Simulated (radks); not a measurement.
The numbers below are computed, except where a source is named.
The thulium ion Tm57+, [Ne] 3s2. Level of theory: non-relativistic Kohn-Sham, r2SCAN, spin-polarised, spherical densities, point nucleus; meta-GGA in the generalised Kohn-Sham scheme (a radial shooting solver on a logarithmic mesh with Libxc functionals). Every spin shell is full or empty, so the densities are truly spherical. Functionals are evaluated on that one density, not self-consistently. Rank these orbital-free kinetic functionals by their error against the exact value of the orbitals, and give that value: Thomas-Fermi, TF + vW/9, TF + vW/5, LC94, Perdew 92, Thakkar, Pearson, DePristo-Kress.

Answer. Exact: 9343.03 hartree. From best to worst, with 100 (|E| - |E exact|)/|E exact| (equal figures are ties): DePristo-Kress +0.03, LC94 +0.15, Thakkar -0.23, Perdew 92 -0.55, TF + vW/9 -0.56, Pearson -1.30, TF + vW/5 +4.18, Thomas-Fermi -6.48.
